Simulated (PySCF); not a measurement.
**Trend along the fourth-period p block: MSr cations**

PBE0 with double-zeta basis sets in PySCF, for the lowest determinant that a PBE0 search found; no spin–orbit coupling. De refers to high-spin ground-configuration atoms (the charge goes to the atom of lower measured ionisation energy or higher electron affinity, which is not always the lowest computed limit). A positive dipole points towards Sr; it is taken about the centre of mass and depends on that origin.

```
 M     basis  charged atom  state (unpaired electrons)  Re (Å)  ωe (cm⁻¹)  De (eV)  μ (D)
Ga  def2-SVP           Sr+      singlet (closed shell)   3.621        101     1.30   3.86
Ge  def2-SVP           Sr+         quartet (σ ↑, π ↑↑)   2.856        193     1.50   9.19
As  def2-SVP           Sr+              triplet (π ↑↑)   2.926        189     1.40   9.95
Se  def2-SVP           Sr+               doublet (π ↑)   2.757        233     2.54  11.22
Br  def2-SVP           Sr+      singlet (closed shell)   2.649        264     3.84  11.72
```

The shortest bond is that of SrBr⁺ (2.649 Å), the longest that of SrGa⁺ (3.621 Å).

The state changes along the series, so neighbouring rows are not always alike in their bonding.

Closed-shell solutions of metal pairs were not tested for spin polarisation, which can lower them a little. For an ion De counts to the pair picked by the measured ionisation energies or electron affinities, which need not be the lowest pair at this level. States were picked by a PBE0 search and need not be the measured ground states.
